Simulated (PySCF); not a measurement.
C4H11BO2, SMILES CB(O)OC(C)C at its GFN2-xTB optimised geometry (Å):

```
18

B      0.1738    -1.1865     0.0000
C      1.7824    -1.1865     0.0000
H      2.2123    -0.2563     0.3609
H      2.1595    -1.3438    -1.0094
H      2.1781    -1.9918     0.6159
O     -0.5210    -2.3569    -0.0070
H      0.0114    -3.1506    -0.0014
O     -0.6139    -0.0948     0.0000
C     -0.1925     1.2526    -0.0248
C     -1.3279     2.1042     0.5400
C      0.1549     1.6728    -1.4532
H      0.6981     1.3737     0.6111
H     -2.2123     1.9930    -0.0814
H     -1.0361     3.1506     0.5665
H     -1.5713     1.7760     1.5468
H      0.9662     1.0598    -1.8370
H     -0.7129     1.5401    -2.0942
H      0.4576     2.7163    -1.4740
```

Calculation: PBE0/def2-SVP run with PySCF.

Map of the electrostatic potential (hartree/e), clipped to [-0.08, 0.12] on the plane z = 1.5 Å:

```
|2222222223333333333333333333333|
|2222222223333333333333333333333|
|2222222223333333333333333333333|
|2222222222333333333333333333333|
|2222222222333333333333333333333|
|2222222222334433333333333333333|
|2222222222334433333333333333333|
|2222222223344433333333333333333|
|2222222234687543333333333333333|
|2222222236999743343333333333333|
|2222222239999744444433333333333|
|2222222237999544555433333333333|
|2222222224785444455433333333333|
|2222222222232333344333333333333|
|2222221111111123333333333333333|
|2222211111000112333333333333333|
|2222111110000123333333333333333|
|2222111100000123443333333333333|
|2222111100000134543333332333333|
|2222111100000124443334333333333|
|2222111100000023333345433333333|
|2222111100000012333455543333333|
|2222111110000012333445443333333|
|2222211111000122333444433333333|
|2222211111111223344443333333333|
|2222222111112233444433333333333|
|2222222222222333444433333333333|
|2222222222222333444333333333333|
|2222222222223333333333333333333|
|2222222222223333333333333333333|
|2222222222223333333333333333333|
```
Scale: ten equal steps from -0.050 (start of '0') to 0.120 (end of '9'), in the order '0123456789'; x runs from -5.50 to 5.50, y from -5.50 (bottom) to 5.50 (top).
